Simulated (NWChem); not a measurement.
# What each level costs for CH3Li

```xyz
5

Li     0.9287    -1.2907     0.0000
C     -0.2231     0.3101     0.0000
H     -0.8949     0.3739     0.8799
H     -0.8949     0.3739    -0.8799
H      0.3422     1.2640     0.0000
```
Charge 0, spin multiplicity 1.

All runs are NWChem calculations. All single points use one geometry, from PBE0/def2-SVP, a minimum by its harmonic frequencies.

Basis set: cc-pVTZ (102 functions). Each entry is one whole single-point run; the coupled-cluster runs use the TCE module, and the SCF and DFT modules converge to different thresholds.

The correlated methods keep 1 core orbital frozen. B3LYP has NWChem's definition, with VWN1-RPA local correlation. The structure started from a generated list of species.

Problem. Roughly how much processor time does each of these take, relative to RHF: MP2, B2PLYP, PBE, B3LYP, TPSS, CR-CCSD(T)?

Solution. B3LYP about the same, within a factor of 3; PBE about the same, within a factor of 3; TPSS about the same, within a factor of 3; B2PLYP about the same, within a factor of 3; MP2 about 3; CR-CCSD(T) about 20 (rough ratios from shared machines).
